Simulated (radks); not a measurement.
Effect of the nuclear size on neutral rubidium, [Kr] 5s1. Method: Dirac Kohn-Sham, BLYP, spin-unpolarised, spherical densities, finite nucleus; Fermi nuclear charge, rms radius 4.2036 fm; computed with a radial shooting solver on a logarithmic mesh with Libxc functionals. The rms radius is varied about that value; shifts are against it.

\begin{tabular}{lrrrrrr}
rms radius (fm) & total energy shift (eV) & density at nucleus (e/bohr^3) & 1s1/2 shift (meV) & 2s1/2 shift (meV) & 3p1/2 shift (meV) & 4s1/2 shift (meV) \\ \hline
3.552 & -0.207 & 5.575e+04 & -87.7 & -8.97 & 0.144 & -0.168 \\
4.0649 & -0.0467 & 5.512e+04 & -19.8 & -2.02 & 0.032 & -0.038 \\
4.2036 & 0 & 5.496e+04 & 0.000 & 0.000 & 0.000 & 0.000 \\
4.5819 & 0.135 & 5.456e+04 & 57.1 & 5.84 & -0.094 & 0.109 \\
4.9308 & 0.268 & 5.422e+04 & 114 & 11.6 & -0.187 & 0.217 \\
\end{tabular}

Slopes of the eigenvalues against <r^2> in GHz/fm^2, as finite differences over the two radii next to the reference (eigenvalue slopes, not the field-shift constants of lines): 1s1/2 4160, 2s1/2 425, 3p1/2 -6.82, 4s1/2 7.95.
